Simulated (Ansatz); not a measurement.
`[OH][Ti]([F])([F])[Cl]`. Total charge 0; spin multiplicity 1. The structure was optimised at the PBE0-D4/def2-TZVP level. It is one conformer, not always the lowest.

```xyz
6

O     1.160   -0.182   -0.703
Ti   -0.256    0.205    0.264
F    -0.140    1.864    0.795
F    -0.329   -0.865    1.640
Cl   -2.067   -0.088   -0.935
H     1.632   -0.935   -1.062
```

Question: What is the dipole moment at PBE/def2-TZVPP? (An estimate is asked.)

Answer: Computed: 2.44 D, with components (1.69, -1.42, -1.04) D in this frame, pointing from negative to positive charge.

Question: And with r2SCAN, B3LYP, ωB97M-V? (Best estimate.)

Answer: Ansatz gave: r2SCAN 2.49 D, B3LYP 2.50 D, ωB97M-V 2.51 D.

Question: Give the Mulliken charges with PBE, r2SCAN, B3LYP in def2-TZVPP. (Best estimate.)

Answer: The calculation gave: 
| atom | PBE | r2SCAN | B3LYP |
| --- | --- | --- | --- |
| O1 | -0.41 | -0.46 | -0.45 |
| Ti2 | 1.04 | 1.17 | 1.20 |
| F3 | -0.31 | -0.35 | -0.36 |
| F4 | -0.31 | -0.35 | -0.36 |
| Cl5 | -0.22 | -0.24 | -0.23 |
| H6 | 0.21 | 0.22 | 0.21 |

B3LYP here is the variant with VWN-RPA as its local correlation; programs differ in this.
